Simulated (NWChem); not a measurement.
Species: SbBr₂F; SMILES [F][Sb]([Br])[Br]

All runs: NWChem. Structure relaxed at the PBE0/def2-SVP level. def2 effective core potentials on Sb; no spin-orbit coupling.

For level B3LYP/STO-3G (all-electron, non-relativistic):

- highest occupied level (eV): -4.39
- orbital gap (eV): 6.07
- dipole (D): 1.54

How do the values read with level B3LYP/def2-SVP (core potentials) instead?


| Property | Value |
|---|---|
| highest occupied level (eV) | -8.02 |
| orbital gap (eV) | 5.77 |
| dipole (D) | 2.93 |
